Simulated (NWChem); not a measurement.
Species: boron trifluoride (BF3); SMILES FB(F)F

```xyz
4

F      1.2547    -0.3780     0.0000
B      0.0000     0.0000     0.0000
F     -0.9547    -0.8976     0.0000
F     -0.3000     1.2756     0.0000
```
Atoms are numbered in this order, from 1.

All runs use the structure optimised with PBE0/def2-SVP. No frequency run checked for a minimum.

Problem. Give the principal values of the shielding tensors (ppm) of F1, B2 from KT2/pcSseg-1, GIAO (NWChem), with their diamagnetic and paramagnetic parts as GIAO splits them.

Solution. 
```tsv
atom	σ11	σ22	σ33	isotropic	diamagnetic	paramagnetic
F1	161.3	356.8	362.7	293.6	469.3	-175.7
B2	78.9	95.7	95.7	90.1	198.7	-108.6
```
